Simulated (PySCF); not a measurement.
A structure optimised at PBE-D3(BJ)/def2-SVP, used in a PySCF frequency run:

```xyz
11

I      0.0005     1.3498     0.0000
C      0.0381    -0.7542     0.0000
C      1.1503    -1.5408     0.0000
C      0.6902    -2.9725     0.0000
C     -0.8112    -2.8830     0.0000
C     -1.1817    -1.5734     0.0000
H      2.1969    -1.2133     0.0000
H      1.0723    -3.5312    -0.8862
H      1.0723    -3.5312     0.8862
H     -1.4813    -3.7533     0.0000
H     -2.2019    -1.1678     0.0000
```
Charge 0, spin multiplicity 1.

Task: Write its SMILES, formula and point group.

Result: IC1=CCC=C1, C5H5I, Cs

Task: What are its rotational constants (standard atomic weights)?

Result: 8.1303, 0.94074, 0.84766 GHz
